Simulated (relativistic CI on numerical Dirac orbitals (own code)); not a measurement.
# Charge states of cobalt

Method of calculation: Dirac-Coulomb-Breit CI, separate exchange-only KLI orbitals for each configuration, model QED, valence Slater integrals scaled by 0.9 (own radial code, finite nucleus).

Each species is treated in one configuration, given outside its closed core. Radial values are for the open shell of highest l, unscaled and averaged over j; ζ includes the Breit term. Labels give the leading LS character, summed over repeated terms.

```tsv
Ion	Configuration	Its lowest level	LS weight (%)	Next level	E (cm⁻¹)	F² (cm⁻¹)	F⁴ (cm⁻¹)	ζ (cm⁻¹)
Co	3d7 4s2	?	?	?	?	?	?	?
Co+	3d8	3F_4	100	3F_3	900.44	83530	51450	449.8
Co2+	3d7	4F_9/2	100	4F_7/2	809.24	93090	57780	509.3
Co3+	3d6	5D_4	100	5D_3	621.27	101700	63510	574.2
Co4+	3d5	6S_5/2	100	4G_11/2	37521	109500	68800	642.9
Co5+	3d4	5D_0	100	5D_1	196.74	116900	73740	714.9
Co6+	3d3	4F_3/2	100	4F_5/2	685.47	123800	78420	790.4
Co7+	3d2	3F_2	100	3F_3	1389.3	130500	82890	869.9
Co8+	3d	2D_3/2	100	2D_5/2	2393.5			953.6
Co9+	3s2 3p6	1S_0	100					
Co10+	3s2 3p5	2P°_3/2	100	2P°_1/2	19573			13020
Co11+	3s2 3p4	3P_2	95	3P_1	15978	145700		13630
Co12+	3s2 3p3	4S°_3/2	96	2D°_3/2	44764	148400		14250
Co13+	3s2 3p2	3P_0	96	3P_1	11869	151000		14890
Co14+	3s2 3p	2P°_1/2	100	2P°_3/2	23359			15540
Co15+	3s2	1S_0	100					
Co16+	3s	2S_1/2	100					
Co17+	2s2 2p6	1S_0	100					
Co18+	2s2 2p5	2P°_3/2	100	2P°_1/2	121820			81010
Co19+	2s2 2p4	3P_2	88	3P_0	86593	448200		84340
Co20+	2s2 2p3	4S°_3/2	84	2D°_3/2	138470	456900		87790
Co21+	2s2 2p2	3P_0	90	3P_1	89398	465400		91350
Co22+	2s2 2p	2P°_1/2	100	2P°_3/2	142860			95020
Co23+	2s2	1S_0	100
```

Problem. Fill in the row of Co.

Solution. Its lowest level 4F_9/2; LS weight (%) 100; Next level 4F_7/2; E (cm⁻¹) 794.99; F² (cm⁻¹) 88910; F⁴ (cm⁻¹) 54990; ζ (cm⁻¹) 506.6.

With one configuration, terms of near-neutral atoms and ions can be 10 to 25 % off, and close levels can change places.

At low charge ζ of a weakly bound d or f electron comes out too small.
